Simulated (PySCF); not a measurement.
HfCl3, SMILES [Cl][Hf+]([Cl])[Cl], charge +1, multiplicity 1.

Geometry: B3LYP-D3(BJ)/def2-SVP. The multiplicity is an assumed one; other spin states were not compared. The isomer is the one that the SMILES or the coordinates give; other isomers of the formula were not compared. The def2 effective core potentials stand for the cores of Hf; spin–orbit coupling is left out.

Two levels are set side by side: TDDFT-PBE/def2-SVPD (PySCF) and TDDFT-B3LYP/def2-SVPD (PySCF). Vertical, same geometry. The lowest singlet is HOMO→LUMO 100 % with PBE and HOMO→LUMO 100 % with the other functional; states are paired by order. Differences are taken from unrounded values.

```tsv
quantity	TDDFT-B3LYP
lowest singlet excitation (eV)	3.83
lowest triplet excitation (TDA) (eV)	3.79
```

Q: What does TDDFT-PBE give, and how far is it from TDDFT-B3LYP? (An estimate is asked for; the answer gives what the named calculation found.)

A: 
| quantity | TDDFT-PBE | TDDFT-PBE minus TDDFT-B3LYP |
|---|---|---|
| lowest singlet excitation (eV) | 3.48 | -0.35 |
| lowest triplet excitation (TDA) (eV) | 3.43 | -0.35 |

Functionals without exact exchange tend to place singlet excitations lower, as here. Differences between two approximate levels are no errors against the true value.

Rough cost on one machine, each run with all the roots and properties that it gave: TDDFT-B3LYP against TDDFT-PBE about 2 times.
